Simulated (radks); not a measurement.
Species: Cr+. Configuration: [Ne] 3s1 3p6 3d5 4d1 (not the ground configuration). All-electron calculation, non-relativistic Kohn-Sham, LDA (Slater exchange, Perdew-Wang correlation), spin-unpolarised, spherical densities, point nucleus. Program: a radial shooting solver on a logarithmic mesh with Libxc functionals.

Local quantities along the radius. ELF = 1/(1 + alpha^2) is the electron localisation function; alpha = (tau - tau_W)/tau_unif compares the Pauli kinetic energy density with that of the uniform gas; s = |grad rho|/(2 (3 pi^2)^(1/3) rho^(4/3)) is the reduced gradient; r v_xc is r times the local exchange-correlation potential (hartree bohr); -r V(r) is the screened charge that the Kohn-Sham potential presents (atomic units).

| r (bohr) | ELF | alpha | s | r v_xc | -r V(r) |
|---|---|---|---|---|---|
| 0.002791 | 1.000 | 0.01469 | 0.3865 | -0.05559 | 23.77 |
| 0.003723 | 1.000 | 0.01560 | 0.3922 | -0.07306 | 23.69 |
| 0.004966 | 1.000 | 0.01690 | 0.3999 | -0.09554 | 23.59 |
| 0.006623 | 1.000 | 0.01882 | 0.4103 | -0.1241 | 23.45 |
| 0.008833 | 1.000 | 0.02172 | 0.4246 | -0.1598 | 23.27 |
| 0.01188 | 0.999 | 0.02647 | 0.4448 | -0.2048 | 23.01 |
| 0.01584 | 0.999 | 0.03429 | 0.4722 | -0.2566 | 22.69 |
| 0.02113 | 0.998 | 0.04844 | 0.5105 | -0.3150 | 22.27 |
| 0.02818 | 0.994 | 0.07667 | 0.5639 | -0.3765 | 21.72 |
| 0.03758 | 0.981 | 0.1401 | 0.6368 | -0.4350 | 21.04 |
| 0.05013 | 0.917 | 0.3003 | 0.7259 | -0.4824 | 20.20 |
| 0.06686 | 0.661 | 0.7160 | 0.7875 | -0.5146 | 19.18 |
| 0.08917 | 0.326 | 1.438 | 0.6826 | -0.5440 | 17.97 |
| 0.1189 | 0.318 | 1.466 | 0.4008 | -0.6069 | 16.57 |
| 0.1586 | 0.605 | 0.8081 | 0.3031 | -0.7151 | 15.01 |
| 0.2133 | 0.808 | 0.4868 | 0.4255 | -0.8187 | 13.24 |
| 0.2844 | 0.784 | 0.5248 | 0.6481 | -0.8471 | 11.47 |
| 0.3794 | 0.372 | 1.298 | 0.8378 | -0.7944 | 9.685 |
| 0.506 | 0.174 | 2.181 | 0.4486 | -0.7864 | 7.926 |
| 0.6749 | 0.540 | 0.9232 | 0.2653 | -0.9159 | 6.261 |
| 0.9001 | 0.727 | 0.6129 | 0.4731 | -1.012 | 4.752 |
| 1.201 | 0.628 | 0.7689 | 0.7722 | -0.9762 | 3.584 |
| 1.601 | 0.322 | 1.452 | 1.207 | -0.8328 | 2.809 |
| 2.136 | 0.073 | 3.558 | 1.835 | -0.6526 | 2.308 |
| 2.848 | 0.009 | 10.33 | 2.096 | -0.5108 | 1.968 |
| 3.799 | 0.009 | 10.42 | 0.8038 | -0.5017 | 1.792 |
| 5.108 | 0.030 | 5.693 | 0.8430 | -0.5739 | 1.714 |
| 6.813 | 0.029 | 5.769 | 1.723 | -0.5745 | 1.619 |
| 9.086 | 0.009 | 10.29 | 3.885 | -0.4555 | 1.463 |
| 12.12 | 0.001 | 36.33 | 11.08 | -0.2633 | 1.264 |
| 16.16 | 0.000 | 299.1 | 45.11 | -0.1003 | 1.100 |

On this mesh the ELF has minima near r = 0.10, 0.51 bohr, which separate the shells, and maxima near 0.25 (0.82), 0.90 (0.73).
